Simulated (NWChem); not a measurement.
System: C2H2ClF; SMILES F/C=C\Cl

Input file for NWChem:

```
start job
memory heap 200 mb stack 900 mb global 1100 mb
geometry units angstroms
  F      0.730700     1.641785     0.000000
  C     -0.532560     1.204502     0.000000
  C     -0.862277    -0.082854     0.000000
  Cl     0.307992    -1.364978     0.000000
  H     -1.269100     2.002081     0.000000
  H     -1.897912    -0.397188     0.000000
end
basis spherical
  * library 3-21g
end
dft
  xc b3lyp
  iterations 150
end
driver
  maxiter 120
end
task dft optimize
task dft freq
```

Output (shortened):

```
             Northwest Computational Chemistry Package (NWChem) 7.3.0
             --------------------------------------------------------

 CS  symmetry detected

                             Geometry "geometry" -> ""
                             -------------------------

 Output coordinates in angstroms (scale by  1.889725989 to convert to a.u.)

  No.       Tag          Charge          X              Y              Z
 ---- ---------------- ---------- -------------- -------------- --------------
    1 F                    9.0000     0.73090847     1.64098030     0.00000000
    2 C                    6.0000    -0.53423297     1.20917088     0.00000000
    3 C                    6.0000    -0.86952068    -0.07674550     0.00000000
    4 Cl                  17.0000     0.29518620    -1.36392434     0.00000000
    5 H                    1.0000    -1.26731283     2.00993136     0.00000000
    6 H                    1.0000    -1.90650693    -0.38659261     0.00000000

 Effective nuclear repulsion energy (a.u.)     144.6116706892

      Symmetry information
      --------------------

 Group name             Cs
 Group number              2
 Group order               2
 No. of unique centers     6

                                Z-matrix (autoz)
                                --------

 Units are Angstrom for bonds and degrees for angles

      Type          Name      I     J     K     L     M      Value
      ----------- --------  ----- ----- ----- ----- ----- ----------
    1 Stretch                  1     2                       1.33680
    2 Stretch                  2     3                       1.32891
    3 Stretch                  2     5                       1.08564
    4 Stretch                  3     4                       1.73591
    5 Stretch                  3     6                       1.08229
    6 Bend                     1     2     3               123.45928
    7 Bend                     1     2     5               113.62802
    8 Bend                     2     3     4               123.24572
    9 Bend                     2     3     6               121.24976
   10 Bend                     3     2     5               122.91270
   11 Bend                     4     3     6               115.50452
   12 Torsion                  1     2     3     4           0.00000
   13 Torsion                  1     2     3     6         180.00000
   14 Torsion                  4     3     2     5         180.00000
   15 Torsion                  5     2     3     6           0.00000

                           NWChem Geometry Optimization
                           ----------------------------

[...]

      ----------------------
      Optimization converged
      ----------------------

  Step       Energy      Delta E   Gmax     Grms     Xrms     Xmax
  ---- ---------------- -------- -------- -------- -------- --------
@    5    -634.24398132 -2.9D-07  0.00002  0.00001  0.00051  0.00110
                                     ok       ok       ok       ok

                                Z-matrix (autoz)
                                --------

 Units are Angstrom for bonds and degrees for angles

[...]

 Rotational Constants
 --------------------
 A=   0.503900 cm-1  (  0.724984 K)
 B=   0.122614 cm-1  (  0.176410 K)
 C=   0.098617 cm-1  (  0.141885 K)

 Temperature                      =   298.15K
 frequency scaling parameter      =   1.0000

 Zero-Point correction to Energy  =   22.562 kcal/mol  (  0.035955 au)
 Thermal correction to Energy     =   25.124 kcal/mol  (  0.040037 au)
 Thermal correction to Enthalpy   =   25.716 kcal/mol  (  0.040981 au)

 Total Entropy                    =   68.221 cal/mol-K
   - Translational                =   39.035 cal/mol-K (mol. weight =  79.9829)
   - Rotational                   =   25.074 cal/mol-K (symmetry #  =        1)
   - Vibrational                  =    4.112 cal/mol-K

 Cv (constant volume heat capacity) =   12.568 cal/mol-K
   - Translational                  =    2.979 cal/mol-K
   - Rotational                     =    2.979 cal/mol-K
   - Vibrational                    =    6.609 cal/mol-K

[normal modes left out]

 ----------------------------------------------------------------------------
 Normal Eigenvalue ||           Projected Infra Red Intensities
  Mode   [cm**-1]  || [atomic units] [(debye/angs)**2] [(KM/mol)] [arbitrary]
 ------ ---------- || -------------- ----------------- ---------- -----------
    1       -0.000 ||    0.005410           0.125         5.274       3.571
    2       -0.000 ||    0.001067           0.025         1.040       0.705
    3       -0.000 ||    0.001407           0.032         1.372       0.929
    4        0.000 ||    0.000047           0.001         0.045       0.031
    5        0.000 ||    0.000847           0.020         0.825       0.559
    6        0.000 ||    0.000965           0.022         0.941       0.637
    7      191.223 ||    0.001254           0.029         1.222       0.828
    8      454.842 ||    0.010146           0.234         9.891       6.698
    9      611.887 ||    0.030982           0.715        30.202      20.451
   10      768.975 ||    0.010952           0.253        10.677       7.230
   11      778.893 ||    0.063047           1.455        61.461      41.618
   12      970.424 ||    0.000076           0.002         0.074       0.050
   13     1076.206 ||    0.059300           1.368        57.809      39.145
   14     1272.667 ||    0.019134           0.441        18.653      12.631
   15     1391.846 ||    0.018627           0.430        18.159      12.296
   16     1744.735 ||    0.038062           0.878        37.105      25.125
   17     3221.771 ||    0.003112           0.072         3.034       2.055
   18     3306.581 ||    0.008245           0.190         8.038       5.443
 ----------------------------------------------------------------------------
```

Level: B3LYP/3-21G.
